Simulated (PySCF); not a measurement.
Method: core-valence-separated Tamm–Dancoff BHandHLYP/aug-pcX-1 (pcseg-1 on H) in PySCF, non-relativistic, gas phase, PBE0-D3(BJ)/def2-SVP geometry. Absolute energies from this functional tend to lie a few eV below measured edges; no shift was applied.

Main lines of an unknown, eV (oscillator strength): C K: 283.4 (0.078), 286.1 (0.008), 286.9 (0.036), 286.9 (0.040), 288.2 (0.010); O K: 528.3 (0.054), 536.4 (0.007). Listed: the first five lines at most of each edge with a tenth or more of its strongest line's intensity; roots within 0.03 eV on the same or equivalent atoms are summed. Only the lowest roots were sought, and the top ones are left out.

Question: Which candidate gives them?
A. `[C@@]1(C(F)F)(OC1)F`
B. `C=C(F)OC(F)F`
C. `CC(=O)C(F)(F)F`

Answer: C. 

- `CC(=O)C(F)(F)F`: C K: 283.4 (0.078), 286.1 (0.008), 286.9 (0.036), 286.9 (0.040), 288.2 (0.010); O K: 528.3 (0.054), 536.4 (0.007). First C line listed at 283.4 eV, hole on the ketone carbonyl carbon (1s→π*); first O line listed at 528.3 eV, hole on the ketone oxygen (1s→π*).
- `FC(F)[C@]1(F)CO1`: C K: 286.2 (0.057), 288.2 (0.036), 288.8 (0.026), 289.3 (0.056), 289.6 (0.037); O K: 533.1 (0.045), 534.6 (0.035), 536.1 (0.008), 536.9 (0.014). First C line listed at 286.2 eV, hole on the sp3 carbon bound to oxygen; first O line listed at 533.1 eV, hole on the epoxide oxygen.
- `C=C(F)OC(F)F`: C K: 283.2 (0.053), 286.4 (0.029), 286.4 (0.078), 287.5 (0.011), 288.4 (0.008); O K: 534.6 (0.011), 535.7 (0.006), 536.1 (0.022), 536.6 (0.007), 536.7 (0.009). First C line listed at 283.2 eV, hole on the terminal =CH2 carbon (1s→π*); first O line listed at 534.6 eV, hole on the ether oxygen.

One conformer each; other structures than these candidates weren't tested.

Shape of the structure used: `[CH3:1][C:2](=[O:3])[C:4]([F:5])([F:6])[F:7]`: C1–C2–C4–F5 59°.
